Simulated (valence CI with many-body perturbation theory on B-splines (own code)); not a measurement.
E1 line list for I4+

Computed by relativistic CI+MBPT: three valence electrons over a frozen Dirac-Fock core [Kr] 4d10, radial functions for each j: 11 s, 11 p, 9 d, 7 f, 5 g, 2 h, 1 i, with the one-electron correlation potential Σ1 (screened to all orders), the two-electron term Σ2, the three-electron term Σ3, Breit, model QED; selected single and double excitations, second order for the rest, scaled by the run's own slope (own B-spline code, finite nucleus).

No measured levels were compared; by estimate levels hold to about 250 cm⁻¹ or 0.2 % of their energy and the worst to 1 %, as in measured heavy ions of charge 2 to 7; those with d or f electrons hold less well. Core correlation moves these levels by up to 11000 cm⁻¹, and in measured spectra 5 to 20 % of such shifts remained as error; rates that hang on mixing are uncertain with them.

Lines 1 to 50 of 269 in falling wavelength, among levels below 36.096 eV, chosen from the strongest by gf and those to the six lowest levels. Wavelengths and rates use the calculated energies, so an error of 400 cm⁻¹ moves a line at 1231 nm by 4.9 % and its rate by three times that or more. Electric multipoles are in the length gauge, E1 and E2 with the static RPA response of the core. Weak lines are less certain than strong ones. Lines between different terms over intervals too small for the method are left out, as are lines whose strength nearly cancels. The highest levels of a list are the least certain.

Names give the largest LS component (configuration and term), which can be under half, so a name can repeat, a term be missing and a line seem to break the LS rules; names also repeat where a configuration has a term twice. Letters in brackets count levels of one name in rising energy.

```csv
λ vac (nm),Upper,Lower,A (s⁻¹),log gf,Branch %
1231,5s2 5f 2F°_7/2,5s2 6d 2D_5/2,5.88e+06,0.03,0.1
1111,5s2 5f 2F°_5/2,5s2 6d 2D_3/2,8.60e+06,-0.02,0.2
911.4,5s 5p 5d 2P°_3/2 [b],5s2 7s 2S_1/2,3.76e+06,-0.73,0.0
760.7,5s 5p 5d 2F°_7/2 [b],5s2 6d 2D_5/2,9.07e+06,-0.20,0.1
692.4,5s 5p 5d 2F°_5/2 [b],5s2 6d 2D_3/2,6.59e+06,-0.55,0.0
618.6,5s2 7p 2P°_1/2,5s2 7s 2S_1/2,8.33e+07,-0.02,2.2
528.6,5s 5p 5d 2P°_3/2 [b],5s2 6d 2D_5/2,1.57e+07,-0.58,0.1
403.8,5s2 7p 2P°_1/2,5s2 6d 2D_3/2,2.30e+08,0.05,6.1
385.8,4f 5s 5p 4F_9/2,5s 5p 5d 4D°_7/2,7.70e+06,-0.77,5.4
375.5,4f 5s 5p 2F_5/2,5s 5p 5d 2D°_3/2 [a],8.22e+06,-0.98,2.7
322.0,4f 5s 5p 4G_7/2 [b],5s 5p 5d 4D°_5/2,1.86e+07,-0.64,8.0
312.2,4f 5s 5p 4G_7/2 [a],5s 5p 5d 4P°_5/2,1.36e+07,-0.80,8.6
300.8,4f 5s2 2F°_7/2,5s2 5d 2D_5/2,5.92e+07,-0.19,15.4
300.1,4f 5s 5p 4F_5/2,5s 5p 5d 4D°_3/2,3.53e+07,-0.54,16.1
299.3,4f 5s 5p 4F_3/2,5s 5p 5d 4D°_1/2,4.91e+07,-0.58,28.5
293.5,4f 5s 5p 4G_9/2,5s 5p 5d 4D°_7/2,5.00e+07,-0.19,30.4
292.7,5s2 6p 2P°_1/2,5s2 6s 2S_1/2,2.76e+08,-0.15,19.9
291.3,4f 5s 5p 2G_7/2,5s 5p 5d 2D°_5/2 [a],5.29e+07,-0.27,17.2
289.1,4f 5s 5p 2F_7/2,5s 5p 5d 4P°_5/2,3.86e+07,-0.41,13.5
288.3,4f 5s2 2F°_5/2,5s2 5d 2D_3/2,6.04e+07,-0.35,15.2
284.6,4f 5s 5p 4D_7/2,5s 5p 5d 2F°_5/2 [a],3.40e+07,-0.48,18.7
272.3,4f 5s 5p 4D_7/2,5s 5p 5d 4D°_5/2,2.26e+07,-0.70,12.5
268.1,4f 5s 5p 4D_7/2,5s 5p 5d 4D°_7/2,3.02e+07,-0.58,16.7
266.9,4f 5s 5p 2F_5/2,5s 5p 5d 4D°_3/2,1.78e+07,-0.94,5.8
263.4,5s2 6p 2P°_3/2,5s2 6s 2S_1/2,3.72e+08,0.19,22.9
262.3,4f 5s 5p 4D_5/2,5s 5p 5d 4P°_3/2,4.38e+07,-0.57,25.0
256.9,4f 5s 5p 4D_5/2,5s 5p 5d 4D°_5/2,4.19e+07,-0.60,23.9
255.3,4f 5s 5p 2G_7/2,5s 5p 5d 2F°_5/2 [a],1.84e+07,-0.84,6.0
253.4,4f 5s 5p 4D_3/2,5s 5p 5d 4P°_1/2,4.25e+07,-0.79,26.2
251.9,4f 5s 5p 4D_3/2,5s 5p 5d 4P°_3/2,7.12e+07,-0.57,43.8
249.8,4f 5s 5p 4G_7/2 [b],5s 5p 5d 4P°_5/2,2.35e+07,-0.75,10.1
247.8,4f 5s 5p 4D_1/2,5s 5p 5d 4P°_1/2,1.21e+08,-0.65,75.3
246.2,4f 5s 5p 4F_9/2,5s 5p 5d 4F°_7/2,1.31e+08,0.07,91.8
237.5,4f 5s 5p 4G_7/2 [a],5s 5p 5d 4F°_5/2,1.40e+08,-0.02,88.4
235.9,4f 5s 5p 4G_9/2,5s 5p 5d 4F°_9/2,3.52e+07,-0.53,21.4
231.0,4f 5s 5p 4G_11/2,5s 5p 5d 4F°_9/2,2.25e+08,0.33,100.0
230.0,4f 5s 5p 4G_5/2,5s 5p 5d 4F°_3/2,1.65e+08,-0.11,60.6
223.8,4f 5s 5p 2F_7/2,5s 5p 5d 4F°_5/2,2.13e+07,-0.89,7.4
218.8,4f 5s 5p 4D_7/2,5s 5p 5d 4P°_5/2,3.62e+07,-0.68,20.0
215.9,4f 5s 5p 4G_7/2 [b],5s 5p 5d 4F°_7/2,2.64e+07,-0.83,11.3
212.9,4f 5s 5p 4D_5/2,5s 5p 5d 4D°_3/2,2.29e+07,-1.03,13.1
205.0,4f 5s 5p 4G_9/2,5s 5p 5d 4F°_7/2,7.91e+07,-0.30,48.1
202.8,5s2 6d 2D_3/2,5s2 6p 2P°_3/2,1.95e+08,-0.32,9.0
200.2,5s2 6d 2D_5/2,5s2 6p 2P°_3/2,1.18e+09,0.63,62.8
199.5,4f 5s 5p 4G_7/2 [b],5s 5p 5d 4F°_5/2,4.22e+07,-0.70,18.1
196.3,4f 5s 5p 2F_5/2,5s 5p 5d 4F°_3/2,5.34e+07,-0.73,17.5
188.3,5s2 6d 2D_3/2,5s2 6p 2P°_1/2,1.11e+09,0.37,51.2
175.2,5s2 6p 2P°_1/2,5s2 5d 2D_3/2,6.77e+08,-0.21,48.8
172.7,5s2 7s 2S_1/2,5s2 6p 2P°_3/2,1.19e+09,0.03,21.1
168.3,5s2 6p 2P°_3/2,5s2 5d 2D_5/2,6.71e+08,0.06,41.4
```
